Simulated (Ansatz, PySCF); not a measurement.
Species: C₃H₁₀N (charge +1, singlet). It need not be the lowest isomer of its formula. 
Coordinates optimised at B3LYP-D3(BJ)/def2-TZVP (Ansatz, a first-principles code):
SMILES: CC[NH2+]C
```xyz
14

C     -1.9161    -0.1206     0.2736
C     -0.5369    -0.5746    -0.1539
N      0.4980     0.4966     0.1272
C      1.8987     0.1313    -0.2660
H     -2.2375     0.7693    -0.2707
H     -2.6317    -0.9131     0.0571
H     -1.9634     0.0804     1.3453
H     -0.2065    -1.4615     0.3848
H     -0.4791    -0.7763    -1.2225
H      0.4716     0.7217     1.1245
H      2.5609     0.9590    -0.0255
H      1.9152    -0.0676    -1.3341
H      2.1899    -0.7581     0.2859
H      0.2203     1.3533    -0.3574
```
Charge +1, spin multiplicity 1.

Total electronic energies in hartree. Cores are frozen in the correlated levels unless marked. No spin-orbit coupling. No relativistic terms. Basis-set limits of correlation are two-point, X^-3; Hartree-Fock from the larger set. [CCSD(T)-MP2]/basis is that difference in the basis named.

```json
[
 {"level": "HF/6-31G", "program": "Ansatz", "energy (Eh)": "-173.58413"},
 {"level": "TPSSh-D3(BJ)/def2-TZVPD", "program": "PySCF + dftd3", "energy (Eh)": "-174.94290"},
 {"level": "B2PLYP-D4/def2-TZVPD", "program": "Ansatz + dftd4", "energy (Eh)": "-174.74843"},
 {"level": "B2PLYP/def2-TZVPD", "program": "Ansatz", "energy (Eh)": "-174.74386"},
 {"level": "MP2/aug-cc-pVDZ", "program": "Ansatz", "energy (Eh)": "-174.30851"},
 {"level": "MP2/cc-pwCVTZ", "program": "Ansatz", "energy (Eh)": "-174.47719"},
 {"level": "SCS-MP2/aug-cc-pVDZ", "program": "Ansatz", "energy (Eh)": "-174.31201"},
 {"level": "CCSD/6-31G*", "program": "Ansatz", "energy (Eh)": "-174.26332"},
 {"level": "RI-MP2/CBS(cc-pVTZ,cc-pVQZ)+[CCSD(T)-MP2]/cc-pVTZ", "program": "Ansatz", "energy (Eh)": "-174.6358"}
]
```

Totals of different functionals don't rank their quality; only differences between species are comparable.
